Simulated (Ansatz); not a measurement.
`[Cl][SnH]([Cl])[GeH3]` + `OC(F)F` → `FC(F)[O][GeH3]` + `[Cl][SnH2][Cl]` at 700 K and 1 bar (cleavage of the Ge–Sn bond).

Computed with Ansatz on PBE0-D4/def2-TZVP structures; ΔE is electronic, products minus reactants. CCSD(T)/CBS is the MP2 limit (def2-TZVPP, def2-QZVPP) plus CCSD(T) − MP2 in def2-TZVPP, frozen cores. Elements past krypton have def2 core potentials. For Ge, Sn outer-core shells are correlated without core-valence functions, which leaves a few kJ/mol of doubt a bond. Scalar relativity is left out up to krypton. Each species was taken in one conformer, which may not be the lowest.

| species | CCSD(T)/CBS energy (Eh) | H − E (kJ/mol) | S (J/(mol·K)) |
| --- | --- | --- | --- |
| `[Cl][SnH]([Cl])[GeH3]` | -3212.19414 | 163.8 | 514.8 |
| `OC(F)F` | -314.01610 | 142.9 | 339.1 |
| `FC(F)[O][GeH3]` | -2391.33860 | 204.4 | 451.2 |
| `[Cl][SnH2][Cl]` | -1134.85982 | 91.9 | 385.4 |

H − E and S are ideal-gas, rigid-rotor, harmonic terms from PBE0-D4/def2-TZVP, for one conformer and one mirror image of each species. 1 Eh = 2625.50 kJ/mol, R = 8.31446 J/(mol·K).

**Question.** By hand: ΔE, ΔH, ΔS and ΔG.

**Answer.** ΔE = (-2391.33860) + (-1134.85982) − (-3212.19414) − (-314.01610) = 0.01182 Eh = 31.0 kJ/mol. Δ(H − E) = 204.4 + 91.9 − 163.8 − 142.9 = -10.4, so ΔH = 20.6 kJ/mol. ΔS = 451.2 + 385.4 − 514.8 − 339.1 = -17.3 J/(mol·K). ΔG = 20.6 − 700 × (-17.3)/1000 = 32.7 kJ/mol.

**Question.** By hand: the equilibrium constant, and the temperature at which ΔG would vanish if ΔH and ΔS stayed fixed.

**Answer.** log₁₀ K = −ΔG/(RT ln 10) = -2.4. ΔH and −TΔS have one sign here, so there is no such temperature.

TΔS isn't small against ΔH here. A doubt of 5 kJ/mol in ΔE shifts log₁₀ K by 0.4 here. Other conformers and mirror images would add mixing entropy, several J/(mol·K) or more a flexible species. Modes under 60 cm⁻¹, often nearly free rotors, make the harmonic entropy too high. These are equilibria of isolated gas molecules and say nothing of rates. Largest T1 diagnostic: 0.012 (customary marks: 0.02 for closed shells, 0.045 for open ones).
